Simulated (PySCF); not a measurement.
**Computed properties of Mg(I)(SH) (HIMgS), SMILES [SH][Mg][I]**

Mg(I)(SH) (HIMgS), SMILES [SH][Mg][I]. Coordinates come from a B3LYP-D3(BJ)/def2-TZVP optimisation. The def2 effective core potentials stand for the cores of I; spin–orbit coupling is left out. One conformer was computed; it need not be the lowest. All values are computed for the isolated molecule unless a solvent is named; none is compared with measurement here.

**Structure.** The optimised structure has Cs symmetry. All 6 harmonic modes at B3LYP-D3(BJ)/def2-TZVP (PySCF) are real, so it is a minimum. With heavy atoms numbered as in [Mg:1]([I:2])[SH:3], the shortest bond between them is Mg1–S3 at 2.286 Å and the longest Mg1–I2 at 2.544 Å.

**Vibrations.** The strongest infrared lines (harmonic, unscaled, degenerate partners summed) lie at 507 cm⁻¹ (85 km/mol, Mg 66 %, H 19 %, S 13 %), 550 cm⁻¹ (35 km/mol, H 74 %, S 13 %, Mg 12 %), 85 cm⁻¹ (28 km/mol, Mg 78 %, S 15 %). The softest mode is at 85 cm⁻¹ and the zero-point energy is 5.9 kcal/mol.

**Electronic structure.** HF/def2-TZVPD (PySCF) places the frontier levels at -10.06 and 0.48 eV, a gap of 10.54 eV, and gives a dipole moment of 0.72 D and a mean polarisability of 79.0 bohr³.

**Excitations.** TDDFT-CAM-B3LYP/def2-SVPD (PySCF) has S1 at 4.58 eV (270 nm, f = 0.018, weak); the most intense of the 10 singlets computed lies at 5.75 eV (f = 0.13). T1 (TDA) is at 4.30 eV. No vertical singlet excitation falls in the visible range (under 3.1 eV).
